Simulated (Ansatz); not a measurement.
Calculated with Ansatz (gas phase, PBE0-D4/def2-TZVP geometries, no zero-point term in ΔE). CCSD(T)/CBS adds triple-zeta CCSD(T) − MP2 to the extrapolated MP2 energy (def2 sets, frozen cores). This one scheme is used for every species. DFT in def2-TZVPP. B3LYP here is the variant with VWN-RPA as its local correlation; programs differ in this. For Ge outer-core shells are correlated without core-valence functions, which leaves a few kJ/mol of doubt a bond. Scalar relativity is left out up to krypton. One conformer a species, not always the lowest.

Consider the cleavage of the Ge–B bond: `[AlH2][BH][GeH3]` + `N[SiH](O)O` → `O[SiH](O)[NH][GeH3]` + `[BH2][AlH2]`.

CCSD(T)/CBS gives -0.9 kcal/mol.

**Question.** Another level gave -0.1 kcal/mol. Which?
A. PBE0-D4/def2-TZVPP
B. MP2/def2-TZVPP
C. B3LYP/def2-TZVPP
D. ωB97M-V/def2-TZVPP

**Answer.** C. B3LYP -0.1, MP2/def2-TZVPP -2.9, ωB97M-V -1.6, PBE0-D4 0.8 kcal/mol.

Largest T1 diagnostic among the species: 0.013.

The D4 term adds −1.2 kcal/mol with B3LYP and −0.7 kcal/mol with PBE0; it sums over pairs of atoms, weighted by their polarisabilities, and B3LYP, whose exchange is more repulsive, gets the larger term. From PBE to PBE0 (25 % exact exchange), in def2-TZVPP and without D4, ΔE moves by −1.5 kcal/mol. In def2-TZVPP, CCSD(T) changes the Hartree–Fock value by +3.5 kcal/mol (the triples alone add +0.3 kcal/mol) and MP2 by +2.3 kcal/mol.
